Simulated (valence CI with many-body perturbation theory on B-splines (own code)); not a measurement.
## Level structure of Ar XIV

Level of theory: valence CI with perturbative core correlation (CI+MBPT): three valence electrons over a frozen Dirac-Fock core [He], a basis of 11 s, 11 p, 10 d, 8 f, 5 g, 2 h functions for each j, with the one-electron correlation potential Σ1 (screened to all orders), the two-electron term Σ2, the three-electron term Σ3, Breit, model QED; selected single and double excitations, second order for the rest, scaled by the run's own slope (own B-spline code, finite nucleus).

No measured levels were compared; by estimate levels of excited configurations hold to 0.05 to 0.15 % of their energy, terms of the ground configuration to about 0.5 %.

Levels 91 to 135 of 192, with energies above the lowest level, 2s2.2p 2P°_1/2. "Leading %" is the weight of the configuration and term that name the level; weights of strongly mixed levels are sums over their largest components and can fall short. Lifetimes count E1, E2, E3, M1 and M2 decay at the calculated energies, and are blank where another channel may lead or the interval is too uncertain; long ones can be off by a factor of two.

```
No.  Configuration  Term    J  E (× 10³ cm⁻¹)  Leading %  Lifetime      g
 91         2p2.3p   2F°  5/2          4241.9         89   2.36 ps  0.874
 92         2p2.3d    4F  7/2          4242.4         94   46.1 ps  1.247
 93         2p2.3p   2F°  7/2          4246.3         92   2.28 ps  1.148
 94         2p2.3d    4F  9/2          4250.9         98    152 ps  1.328
 95         2p2.3d    2P  3/2          4254.8         54   1.20 ps  1.253
 96         2p2.3d    4D  1/2          4256.8         84   4.08 ps  0.117
 97         2p2.3d    4D  5/2          4258.7         53   2.91 ps  1.174
 98         2p2.3d    4D  7/2          4263.3         70   32.9 ps  1.345
 99         2p2.3d    4D  3/2          4264.6         52   1.33 ps  1.258
100         2p2.3d    2F  5/2          4267.4         62   1.91 ps  1.052
101         2p2.3p   2D°  3/2          4274.8         90    858 fs  0.847
102         2p2.3p   2D°  5/2          4275.7         97    829 fs  1.197
103         2p2.3d    2P  1/2          4276.1         84    743 fs  0.588
104         2p2.3d    2F  7/2          4283.3         72   2.62 ps  1.207
105         2p2.3d    4P  5/2          4288.3         89    218 fs  1.573
106         2p2.3d    4P  3/2          4293.0         94    207 fs  1.706
107         2p2.3s    2S  1/2          4293.8         53    434 fs  2.206
108         2p2.3p   2P°  1/2          4296.1         96   1.33 ps  0.665
109         2p2.3d    4P  1/2          4296.3         64    284 fs  2.410
110         2p2.3p   2P°  3/2          4307.6         88   1.24 ps  1.301
111         2p2.3d    2G  7/2          4329.6         94   7.51 ps  0.903
112         2p2.3d    2G  9/2          4331.9         98    560 ps  1.115
113         2p2.3d    2D  5/2          4332.8         92    268 fs  1.180
114         2p2.3d    2D  3/2          4333.9         95    326 fs  0.812
115         2p2.3d    2D  3/2          4355.3         97    270 fs  0.805
116         2p2.3d    2D  5/2          4358.3         59    204 fs  1.073
117         2p2.3d    2F  7/2          4363.6         95    152 fs  1.135
118         2p2.3d    2F  5/2          4371.8         55    193 fs  1.010
119         2p2.3d    2P  1/2          4380.6         97    296 fs  0.678
120         2p2.3d    2P  3/2          4387.4         95    280 fs  1.329
121         2p2.3d    2S  1/2          4397.1         89    499 fs  2.000
122         2p2.3p   2P°  1/2          4404.9         92   1.22 ps  0.665
123         2p2.3p   2P°  3/2          4407.5         91   1.33 ps  1.333
124         2p2.3d    2D  5/2          4496.6         93    415 fs  1.199
125         2p2.3d    2D  3/2          4499.1         94    355 fs  0.799
126         2s2.4s    2S  1/2          4635.7         94   3.36 ps  2.002
127         2s2.4p   2P°  1/2          4681.4         94   6.31 ps  0.665
128         2s2.4p   2P°  3/2          4683.9         94   6.42 ps  1.334
129         2s2.4d    2D  3/2          4721.6         95    721 fs  0.799
130         2s2.4d    2D  5/2          4722.4         95    726 fs  1.200
131         2s2.4f   2F°  5/2          4744.1         94   1.74 ps  0.856
132         2s2.4f   2F°  7/2          4744.4         94   1.74 ps  1.143
133       2s.2p.4s   4P°  1/2          4865.1         96   3.36 ps  2.608
134       2s.2p.4s   4P°  3/2          4871.8         94   3.28 ps  1.714
135       2s.2p.4s   2P°  1/2          4885.4         96   3.04 ps  0.723
```

Names give the largest LS component (configuration and term), which can be under half, so a name can repeat, a term be missing and a line seem to break the LS rules; names also repeat where a configuration has a term twice.

Where two levels of one J and parity lie close, their mixing, g and order are uncertain.
